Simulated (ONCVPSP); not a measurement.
Pseudopotential generation for tellurium: ONCV, PBEsol, scalar-relativistic.

ONCVPSP 4.0.1 input, shortened (lines: element, Z, core and valence counts, functional; n l f; lmax; l rc ep ncon nbas qcut; lloc lpopt rc5 dvloc0; l nproj debl; icmod fcfact rcfact), PBEsol, scalar-relativistic:

```
  Te 52.00    8    3  -116133      upf
    1    0    2.00
    2    0    2.00
    2    1    6.00
    3    0    2.00
    3    1    6.00
    3    2   10.00
    4    0    2.00
    4    1    6.00
    4    2   10.00
    5    0    1.50
    5    1    4.50
    2
    0    1.40    0.00    3    6    3.60
    1    1.90    0.00    4    7    4.50
    2    1.20    0.00    4    9   15.40
    4    5    1.20    0.00
    0    2    3.10
    1    3    2.70
    2    3    1.90
    3    4.75    1.45
```

(1) Estimate the cutoffs (Ha) at which the residual kinetic energy of the hardest occupied pseudo-wave falls to 1 and 0.1 mHa per electron.

(2) Does the potential have ghost states?

(3) Tests: 4d10 5s2 5p4; 4d10 5s2 5p3; 4d10 5s2 5p2; 4d10 5s1 5p5. Which has the largest error in its energy relative to the reference configuration, and how large is it?

Answers

(1) 59 Ha and 72 Ha.

(2) Ghosts flagged at negative energy: s at -120.2 eV, p at -105.3 eV; GHOST(+) flagged for p at 195.6 eV, s at 453.6 eV. A true bound ghost makes a file unfit for plane-wave use.

(3) 4d10 5s2 5p2, with -11 meV (all-electron minus pseudo) on +23.10 eV.
